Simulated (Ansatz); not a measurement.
A structure relaxed at r2SCAN-D4/def2-TZVP in Ansatz, charge 0, doublet:

```xyz
3

Y    -0.519   -0.627   -1.648
Y     1.752    0.474    0.293
Y    -1.233    0.153    1.355
```

**Question.** Give its formula and point group.

**Answer.** Y₃ (the lowest doublet isomer of a short search). Point group D3h (tolerance 0.1 Å).

**Question.** Summarise the bond lengths by kind (pairs closer than 1.2 times the sum of covalent radii, bridged metal pairs left out).

**Answer.** 3 × Y–Y 3.18 Å.

In the def2 sets Y takes a core potential; there is no spin–orbit coupling. The charge 0 doublet is spin-contaminated (final ⟨S²⟩ up to 1.90, 0.75 for a pure state). The structure comes from a short search, and lower isomers may exist.
